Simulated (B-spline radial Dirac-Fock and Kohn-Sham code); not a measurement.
## Run log: Ce

ΔSCF core binding energies without Breit or QED terms, calculated with an atomic code on a B-spline grid. Keys: rel is the Hamiltonian (dirac, or spin-free x2c and nr, where L3 and M5 stand for the whole 2p and 3d shells), method is hf or an exchange,correlation pair (spin-unpolarised, also for the hole states), nuc the nuclear model, radius_factor scales its radius, rmax is the box in bohr, h the logarithmic mesh step, order the B-spline order, points the quadrature points per cell, c_factor scales the speed of light, and damp, ndamp, maxit and tol steer the iteration. The run stops when the commutator error falls below 10·tol·max(1, Z/10), or the numerical noise floor, and the energy has settled to about 1e-8 Ha; the virial ratio is −V/T.

Input (task.json):

```json
{"items": [{"Z": 58, "q": 0, "cfg": [[1, 0, 2], [2, 0, 2], [2, 1, 6], [3, 0, 2], [3, 1, 6], [3, 2, 10], [4, 0, 2], [4, 1, 6], [4, 2, 10], [4, 3, 1], [5, 0, 2], [5, 1, 6], [5, 2, 1], [6, 0, 2]], "A": 140, "rrms": 4.8771, "do": "settings", "holes": ["K", "L3", "M5"],
  "settings": [{"rel": "dirac", "method": "hf", "nuc": "fermi", "radius_factor": 1.0, "rmax": 60.0, "h": 0.3, "order": 8, "points": 10, "c_factor": 1.0, "maxit": 60, "damp": 0.5, "ndamp": 3, "tol": 1e-08}]}]}
```

Command: `python xray2_run.py task.json out`

Ground-state iterations:

```
iter   energy (Ha)        error
   1    -8853.79745096  1.98e+00
   2    -8857.88087823  3.76e-01
   3    -8860.86353035  7.78e-02
   4    -8861.05257164  2.81e-02
   5    -8861.07099354  8.56e-03
   6    -8861.07424364  2.80e-03
   7    -8861.07467033  1.36e-03
   8    -8861.07476133  2.53e-04
   9    -8861.07476629  6.96e-05
  10    -8861.07476673  1.28e-05
  11    -8861.07476675  1.69e-06
  12    -8861.07476675  1.65e-07
```

The ground state converged in 12 iterations, with total energy -8861.07477 Ha, virial ratio 1.93218 and highest orbital energy -4.97 eV. ΔSCF binding energies: K (1s) 40606.6 eV, L3 (2p3/2) 5745.1 eV, M5 (3d5/2) 894.5 eV.
